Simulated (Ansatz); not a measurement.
Ga4H4Se4⁻, that is (HGaSe)4 cubane with one electron more. Charge -1, multiplicity 2. Geometry PBE-D4/def2-SVP; atoms count from 1.

```xyz
12

Ga    0.398   -1.996    0.292
H     1.053   -3.437    0.400
Se   -1.859   -1.595    1.043
Ga   -0.081    1.221    2.051
H     0.654    2.533    2.707
Se    1.906   -0.194    1.185
Ga    1.229    0.894   -0.937
H     2.329    1.733   -1.707
Se    0.208   -1.072   -2.072
Ga   -1.851   -0.151   -0.888
H    -3.139   -0.006   -1.802
Se   -0.847    2.071   -0.271
```

Single mean-field runs in def2-TZVP are fitted with def2-universal-jkfit.

**Question.** Estimate the Mulliken populations from the PBE0/def2-TZVP orbitals of Ansatz.

**Answer.** 
| atom | charge (e) | spin (α − β) |
| --- | --- | --- |
| Ga1 | 0.40 | 0.01 |
| H2 | -0.12 | 0.00 |
| Se3 | -0.50 | 0.03 |
| Ga4 | 0.20 | 0.69 |
| H5 | -0.13 | 0.16 |
| Se6 | -0.47 | 0.05 |
| Ga7 | 0.41 | 0.00 |
| H8 | -0.11 | 0.00 |
| Se9 | -0.50 | 0.00 |
| Ga10 | 0.40 | 0.00 |
| H11 | -0.12 | 0.00 |
| Se12 | -0.47 | 0.05 |
Mulliken values depend strongly on the basis.

**Question.** Where does the spin sit?

**Answer.** Summed by element: Ga 0.70, H 0.17, Se 0.13, of 1 unpaired in all. Largest on single atoms: Ga4 0.69, H5 0.16, Se12 0.05.

**Question.** And the Mayer bond orders between heavy atoms (over 0.3)?

**Answer.** Ga1–Se3 0.93 (2.41 Å); Ga1–Se6 0.70 (2.51 Å); Ga1–Se9 0.65 (2.54 Å); Se3–Ga10 0.94 (2.41 Å); Ga4–Se6 0.63 (2.59 Å); Ga4–Se12 0.63 (2.59 Å); Se6–Ga7 0.76 (2.48 Å); Ga7–Se9 0.74 (2.49 Å); Ga7–Se12 0.76 (2.48 Å); Se9–Ga10 0.65 (2.55 Å); Ga10–Se12 0.70 (2.51 Å).
